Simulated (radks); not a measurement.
Spherical quantum dot in the effective-mass picture: electrons in a hard-walled sphere of radius 2.8, all in effective atomic units (hartree* = m*/eps^2 hartree, bohr* = eps/m* bohr), one dielectric constant everywhere. Method: non-relativistic Kohn-Sham, LDA (Slater exchange, Perdew-Wang correlation), spin-polarised, spherical densities; computed with a radial shooting solver with Libxc functionals. Levels are named by radial order and angular momentum (1s, 1p, 1d, 2s, ...), and open shells are averaged over m. Each electron was tried in the lowest free levels, single moves between levels near the top were tried too, and the lowest total energy was kept; such a search can miss a lower state. At N = 1 the Hartree and exchange-correlation terms need not cancel, so that row can carry a self-interaction error.

N        open shells  2S  mu = E(N) - E(N-1) (hartree*)  addition energy mu(N+1) - mu(N) (hartree*)  e(HOMO) (hartree*)  rms radius (bohr*)
1   1s(up 1, down 0)   1                        0.64909                                      0.5705             0.87049               1.500
2               none   0                         1.2195                                       1.042              1.4476               1.551
3   1p(up 1, down 0)   1                         2.2617                                      0.4498              2.4836               1.646
4   1p(up 2, down 0)   2                         2.7114                                      0.4608              2.9408               1.698
5   1p(up 3, down 0)   3                         3.1722                                      0.5880              3.4042               1.734
6   1p(up 3, down 1)   2                         3.7602                                      0.4415              3.9788               1.763
7   1p(up 3, down 2)   1                         4.2017                                      0.4503              4.4260               1.786
8               none   0                         4.6520                                       1.148              4.8786               1.805
9   1d(up 1, down 0)   1                         5.8000                                      0.4359              6.0175               1.832
10  1d(up 2, down 0)   2                         6.2360                                      0.4382              6.4548               1.853
11  1d(up 3, down 0)   3                         6.6741                                      0.4394              6.8937               1.872
12  1d(up 4, down 0)   4                         7.1135                                      0.4401              7.3335               1.888
13  1d(up 5, down 0)   5                         7.5536                                      0.5590              7.7738               1.902
14  1d(up 5, down 1)   4                         8.1126                                      0.4296              8.3270               1.915
15  1d(up 5, down 2)   3                         8.5422                                      0.4317              8.7578               1.927
16  1d(up 5, down 3)   2                         8.9739                                      0.4330              9.1903               1.937
17  1d(up 5, down 4)   1                         9.4070                                      0.4338              9.6238               1.947
18              none   0                         9.8408                                       1.267              10.058               1.956
19  1f(up 1, down 0)   1                         11.107                                      0.4248              11.320               1.967
20  1f(up 2, down 0)   2                         11.532                                      0.4254              11.745               1.977
21  1f(up 3, down 0)   3                         11.958                                      0.4258              12.170               1.987
22  1f(up 4, down 0)   4                         12.383                                      0.4260              12.596               1.995
23  1f(up 5, down 0)   5                         12.809                                           -              13.022               2.003

All shells are closed at N = 2, 8, 18 (there: 1s2 1p6 1d10); the second difference of the energy has clear peaks (12 % above both neighbours; the first and last values, which can be the largest, are not judged, and half-filled shells can peak too) at N = 2, 5, 8, 13, 18.
